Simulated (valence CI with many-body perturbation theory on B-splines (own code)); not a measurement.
**Energy levels of Tm XX**

Computed by configuration interaction combined with many-body perturbation theory (CI+MBPT): four valence electrons over a frozen Dirac-Fock core [Kr] 4d10, radial functions for each j: 7 s, 7 p, 7 d, 7 f, 4 g, 2 h, with the one-electron correlation potential Σ1 (screened to all orders), the two-electron term Σ2, the three-electron term Σ3, Breit, model QED; selected single and double excitations, second order for the rest, scaled by the run's own slope (own B-spline code, finite nucleus).

No measured levels were compared; by estimate terms of the open shell hold to a few per cent of their energy, and close levels can change places.

Levels 91 to 135 of 196, with energies above the lowest level, 4f4 5I_4. "Leading %" is the weight of the configuration and term that name the level; weights of strongly mixed levels are sums over their largest components and can fall short.

```tsv
No.	Configuration	Term	J	E (cm⁻¹)	Leading %	Second component	g
91	4f4	3D	1	145960	94	5 % 4f4 3P	0.552
92	4f4	3D	2	148680	38	28 % 4f4 1D	1.102
93	4f4	1H	5	156140	73	20 % 4f4 3H	1.010
94	4f4	1S	0	159680	81	19 % 4f4 3P	
95	4f4	3F	4	164690	93		1.233
96	4f4	3F	2	166660	83	9 % 4f4 3D	0.746
97	4f4	3F	3	167390	88	7 % 4f4 3D	1.089
98	4f4	3H	6	169060	59	40 % 4f4 1I	1.096
99	4f4	3P	2	170980	92		1.465
100	4f4	3H	4	171640	95		0.807
101	4f4	1I	6	176940	57	40 % 4f4 3H	1.065
102	4f4	3H	5	177110	76	23 % 4f4 1H	1.024
103	4f4	3P	1	182100	98		1.483
104	4f4	3P	0	189350	90	9 % 4f4 1S	
105	4f4	1G	4	201320	97		0.998
106	4f4	1D	2	248310	99		0.998
107	4f4	1S	0	290150	99		
108	4f3 5s	5I°	4	321080	91	8 % 4f3 5s 3H°	0.616
109	4f3 5s	5I°	5	326280	82	10 % 4f3 5s 3I°	0.903
110	4f3 5s	5I°	6	334320	91	6 % 4f3 5s 3I°	1.069
111	4f3 5s	3I°	5	341790	75	14 % 4f3 5s 5I°	0.862
112	4f3 5s	5I°	7	342590	95		1.172
113	4f3 5s	5F°	1	349680	84	14 % 4f3 5s 3D°	0.090
114	4f3 5s	5I°	8	350690	93	6 % 4f3 5s 3K°	1.240
115	4f3 5s	5F°	2	352480	78	12 % 4f3 5s 3D°	1.038
116	4f3 5s	3I°	6	354370	86	6 % 4f3 5s 5I°	1.021
117	4f3 5s	3H°	4	357370	46	22 % 4f3 5s 3G°	0.960
118	4f3 5s	5F°	3	357450	90	5 % 4f3 5s 3D°	1.233
119	4f3 5s	3G°	5	357750	31	24 % 4f3 5s 3H°	1.158
120	4f3 5s	5S°	2	359550	76	14 % 4f3 5s 3P°	1.831
121	4f3 5s	5F°	4	362440	67	17 % 4f3 5s 3H°	1.202
122	4f3 5s	5G°	2	363740	90	8 % 4f3 5s 3F°	0.379
123	4f3 5s	3I°	7	365240	86	6 % 4f3 5s 1K°	1.124
124	4f3 5s	5G°	3	365850	70	22 % 4f3 5s 3G°	0.888
125	4f3 5s	3F°	2	368230	68	12 % 4f3 5s 1D°	0.802
126	4f3 5s	5F°	5	368890	58	30 % 4f3 5s 3H°	1.251
127	4f3 5s	3G°	3	371100	47	28 % 4f3 5s 3F°	0.897
128	4f3 5s	5G°	4	371270	70	13 % 4f3 5s 3G°	1.119
129	4f3 5s	3S°	1	372130	49	18 % 4f3 5s 3P°	1.483
130	4f3 5s	3H°	6	372710	72	22 % 4f3 5s 5G°	1.192
131	4f3 5s	3K°	6	376270	92	4 % 4f3 5s 3I°	0.869
132	4f3 5s	3K°	7	378160	74	18 % 4f3 5s 1K°	1.020
133	4f3 5s	1H°	5	378940	57	19 % 4f3 5s 5G°	1.068
134	4f3 5s	3F°	3	379180	44	42 % 4f3 5s 3G°	0.959
135	4f3 5s	3F°	4	379290	57	22 % 4f3 5s 1G°	1.110
```

Names give the largest LS component (configuration and term), which can be under half, so a name can repeat, a term be missing and a line seem to break the LS rules; names also repeat where a configuration has a term twice.

Where two levels of one J and parity lie close, their mixing, g and order are uncertain.
